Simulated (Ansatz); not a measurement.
```yaml
crystal:
  periodic: [false, false, false]
  atoms:
    - {symbol: C, position_ang: [-0.524573, 0.813432, -0.755607]}
    - {symbol: C, position_ang: [-0.103299, 0.019538, -0.918617]}
    - {symbol: C, position_ang: [-0.457855, -0.994906, -0.738210]}
    - {symbol: Al, position_ang: [-0.250985, -0.138994, 0.529915]}
    - {symbol: C, position_ang: [0.910097, 0.015617, 1.129629]}
    - {symbol: H, position_ang: [-0.229088, 1.689505, -0.889228]}
    - {symbol: H, position_ang: [-1.446339, 0.832027, -0.715540]}
    - {symbol: H, position_ang: [0.720107, 0.081161, -1.291813]}
    - {symbol: H, position_ang: [-1.110298, -1.149016, -0.675813]}
    - {symbol: H, position_ang: [0.033138, -1.419709, -0.808561]}
    - {symbol: H, position_ang: [-1.199527, 0.048499, 0.983424]}
    - {symbol: H, position_ang: [0.970610, 0.666994, 1.460318]}
    - {symbol: H, position_ang: [1.721442, -0.056145, 0.665581]}
    - {symbol: H, position_ang: [1.157236, -0.581745, 1.651652]}
basis:
  gaussian: {orbitals: def2-TZVP, fitting: {mean_field: cc-pVTZ-jkfit}, nuclear_model: gaussian}
hamiltonian: {xc: {name: B97}}
```

```sh
$ ansatz run in.yaml --threads 4 --pin off --events-out ev --progress --plain --max-ram 10444MiB
```

Shortened log:

```
Functional definition: B97
707 factors; integrals over basis functions are off by at most 2.2e-1 eV
mean field evaluation 1: about -10778.5243 eV, gradient 1.6e2 eV
mean field evaluation 2: about -10633.6284 eV, gradient 2.8e2 eV
mean field evaluation 4: about -10824.4625 eV, gradient 2.0e1 eV
mean field evaluation 8: about -10825.2264 eV, gradient 3.7e-1 eV
mean field evaluation 16: about -10825.2267 eV, gradient 1.4e-5 eV
mean field -10825.22665730 eV, -397.8197420537 hartree, gradient 1.5e-5 eV, S^2 0.000000; 0 other end points of the search recorded, 0 dependent functions left out
reference -10825.22668405 eV, -397.8197430366 hartree; 23, 23 occupied and 192, 192 virtual orbitals, 707 factors
Total energy: -10825.22668405 eV, -397.8197430366 hartree
```

What is wrong with this run?

The geometry is squeezed to about two thirds of its size. The calculation finished and met its thresholds. The result belongs to that input, not to the molecule as meant.
